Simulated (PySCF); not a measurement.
Compound: C₅H₁₂O₂Si.
InChI=1S/C5H12O2Si/c1-2-6-8-5-3-4-7-8/h8H,2-5H2,1H3/t8-/m1/s1

The closed-shell ground state was solved at several levels (PySCF, density fitting, gas phase, non-relativistic). One conformer (not necessarily the lowest) at the PBE0-D3(BJ)/def2-SVP geometry, without solvent, vibrations or thermal averaging.

```csv
level,basis functions,HOMO (eV),LUMO (eV),gap (eV),dipole (D)
PBE0/pcSseg-1,203,-7.79,1.39,9.18,0.73
CAM-B3LYP/def2-SVPD,266,-9.27,1.31,10.58,0.81
```

Question: What might CAM-B3LYP/pcSseg-1 (203 basis functions) give for the same quantities?

Answer: HOMO -9.21 eV, LUMO 2.29 eV, gap 11.50 eV, dipole 0.73 D.

Question: Over all these levels, which gives the widest orbital gap and which the narrowest?

Answer: CAM-B3LYP/pcSseg-1 (range-separated hybrid) has the widest, 11.50 eV, and PBE0/pcSseg-1 (global hybrid, 25 % exact exchange) the narrowest, 9.18 eV. The two share the basis. From the narrowest to the widest the HOMO moves by -1.42 eV and the LUMO by +0.90 eV.

Question: How far do the dipole and the HOMO energy spread over the levels?

Answer: The dipole runs from 0.73 to 0.81 D (mean 0.76 D) and the HOMO from -9.27 to -7.79 eV.
